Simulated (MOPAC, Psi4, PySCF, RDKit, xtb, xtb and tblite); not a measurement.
Two geometries of C₅H₁₃BO₂, SMILES CC(C)CCB(O)O, relaxed at GFN2-xTB with one dihedral held; other torsions can differ between them too.

Structure A

```
21

C     -1.3457    -1.2595     0.0512
C     -0.8842     0.1666     0.3401
C     -2.0910     1.0707     0.5873
C     -0.0343     0.7184    -0.8093
C      1.2858    -0.0470    -1.0000
B      1.2324    -1.2958    -2.0029
O      1.9324    -2.4074    -1.6916
O      0.5537    -1.2874    -3.1831
H     -0.4929    -1.9116    -0.1172
H     -1.9753    -1.2811    -0.8364
H     -1.9202    -1.6507     0.8881
H     -0.2678     0.1564     1.2456
H     -2.6856     0.6950     1.4169
H     -1.7729     2.0834     0.8256
H     -2.7244     1.1095    -0.2968
H      0.1871     1.7663    -0.5893
H     -0.6262     0.7006    -1.7290
H      2.0264     0.6485    -1.4067
H      1.6684    -0.3538    -0.0276
H      1.8841    -3.0962    -2.3563
H      0.0673    -0.4885    -3.3799
```

Structure B

```
21

C     -1.5087    -1.2070    -0.1192
C     -0.8851     0.1142     0.3231
C     -1.9873     1.1130     0.6751
C      0.0284     0.7043    -0.7592
C      1.3054    -0.1048    -1.0017
B      2.2763     0.4919    -2.1284
O      3.4007    -0.1924    -2.4273
O      2.0406     1.6469    -2.8096
H     -0.7460    -1.9567    -0.3105
H     -2.0902    -1.0655    -1.0282
H     -2.1709    -1.5889     0.6548
H     -0.2826    -0.0674     1.2203
H     -2.6323     0.7125     1.4539
H     -1.5625     2.0489     1.0318
H     -2.5992     1.3250    -0.1996
H      0.3062     1.7180    -0.4543
H     -0.5407     0.7776    -1.6909
H      1.8566    -0.1893    -0.0629
H      1.0440    -1.1251    -1.2842
H      3.9346     0.2187    -3.1087
H      1.2384     2.1130    -2.5801
```

### Question
Which is lower in energy at the level PBE0-D3(BJ)/def2-SVP // GFN2-xTB (Psi4), and by how much?

### Answer
B is lower, by 1.71 kJ/mol (dihedral C2–C4–C5–B6: 90° in A, 180° in B).

E(B) − E(A) in kJ/mol at the other levels, on the same two geometries: GFN2-xTB (xtb and tblite) -2.13; PBE0/def2-SVP // GFN2-xTB (Psi4) -3.76; PBE/def2-SVP // GFN2-xTB (Psi4) -3.12; PBE-D3(BJ)/def2-SVP // GFN2-xTB (Psi4) -1.05; UFF // GFN2-xTB (RDKit) -12.07; PM7, restricted, heats of formation // GFN2-xTB (MOPAC) -5.98; PM6, restricted, heats of formation // GFN2-xTB (MOPAC) -2.90; GFN1-xTB // GFN2-xTB (xtb) -1.57; restricted B3LYP/6-31G*, spherical d, density fitting // GFN2-xTB (PySCF) -5.64; restricted Hartree-Fock/STO-3G // GFN2-xTB (PySCF) -5.74; restricted LDA (SVWN5)/6-31G*, spherical d, density fitting // GFN2-xTB (PySCF) -3.08; restricted BP86/6-31G*, spherical d, density fitting // GFN2-xTB (PySCF) -5.57.
